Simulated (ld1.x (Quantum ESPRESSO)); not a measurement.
P: excitation energies, all-electron against TM

```
Element                 : P (Z = 15)
Generator               : ld1.x (Quantum ESPRESSO) 7.5
Type                    : norm-conserving Troullier–Martins (Kleinman–Bylander form)
Functional              : PBE
Relativity              : scalar-relativistic
Frozen core             : [Ne]
Valence charge          : 5
Reference configuration : 3s2 3p3
Partial waves           : 3p (bound): rc 1.60 bohr; 3d channel at -0.1 Ry: rc 1.25 bohr; 3s (bound): rc 1.50 bohr
Local potential         : the s channel
Core correction         : Bessel-smoothed model core inside 0.95 bohr
```

Energies are relative to the spin-unpolarised reference configuration 3s2 3p3; without spin polarisation the order of configurations can differ from experiment. The frozen-core shift is the all-electron ΔE with the core orbitals held at their reference shape minus the fully relaxed ΔE.

Problem. Give the all-electron excitation energy and the error of the potential for: 3s2 3p2; 3s2 3p1; 3s2 3p0; 3s1 3p4; 3s1 3p3; 3s2 3p3.3; 3s1 3p0.

Solution.

| valence configuration | charge | ΔE all-electron (eV) | error AE − PS (meV) | frozen-core shift (meV) |
| --- | --- | --- | --- | --- |
| 3s2 3p2 | +1 | 9.730 | +2.9 | +1.1 |
| 3s2 3p1 | +2 | 28.877 | +20 | +9.3 |
| 3s2 3p0 | +3 | 58.616 | +62 | +41 |
| 3s1 3p4 | 0 | 8.534 | -0.7 | +0.6 |
| 3s1 3p3 | +1 | 18.850 | +5.3 | +2.8 |
| 3s2 3p3.3 | -0.3 | -1.307 | +0.2 | 0.0 |
| 3s1 3p0 | +4 | 110.621 | +140 | +137 |
